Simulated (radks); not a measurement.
Results of a calculation; reference values are marked as such.
Task: Excited configurations of W36+: one electron is placed in a higher orbital outside [Kr] 4d1. The ground configuration is [Kr] 4d2. Code: a radial shooting solver on a logarithmic mesh with Libxc functionals. Model: scalar-relativistic Kohn-Sham, r2SCAN, spin-polarised, spherical densities, finite nucleus; open shells are filled with parallel spins first (spin-orbit coupling, left out, can overturn this in heavy ions); meta-GGA in the generalised Kohn-Sham scheme; Fermi nuclear charge, rms radius 5.3658 fm. Excitation = E - E(ground); binding = E(ion) - E, where the ion is the core of charge +37; n* = 37/sqrt(2 binding) in atomic units. These energies are relativistic, and a one-electron ion of charge +37 with no core already has n* below n in this formula (scalar-relativistic equation, point nucleus: 4f 3.996, 5p 4.981, 5d 4.991, 5f 4.995, 6s 5.967, 7s 6.967, 7p 6.980, 7d 6.989). The quantum defect is therefore taken as that value minus n*, so that it holds no relativistic shift of the bare ion.

| outer orbital | excitation (eV) | binding (eV) | n* | quantum defect | eigenvalue (eV) | <r> (bohr) |
|---|---|---|---|---|---|---|
| 4f | 200.31 | 1356.0 | 3.706 | 0.290 | -1328.0 | 0.3947 |
| 5d | 642.32 | 914.00 | 4.514 | 0.477 | -902.06 | 0.7549 |
| 5f | 728.59 | 827.73 | 4.744 | 0.251 | -815.04 | 0.7490 |
| 6s | 856.77 | 699.55 | 5.160 | 0.807 | -691.94 | 1.087 |
| 7s | 1065.8 | 490.47 | 6.162 | 0.804 | -485.34 | 1.547 |
| 7p | 1089.8 | 466.51 | 6.319 | 0.661 | -461.66 | 1.599 |
| 7d | 1119.3 | 436.98 | 6.529 | 0.461 | -431.88 | 1.653 |

Estimate the row for 5p.

Result: excitation (eV) 552.07; binding (eV) 1004.3; n* 4.307; quantum defect 0.674; eigenvalue (eV) -992.71; <r> (bohr) 0.7348. The Delta-SCF ionisation energy is 1556.3 eV (NIST Atomic Spectra Database: 1569 eV, semi-empirical). Self-interaction in the functional shifts the binding energies and quantum defects, so they are the method's values and not measured ones. Open shells are spherical and high-spin; term and fine-structure splittings are not resolved. Spin-orbit splitting is averaged out at the scalar-relativistic level.
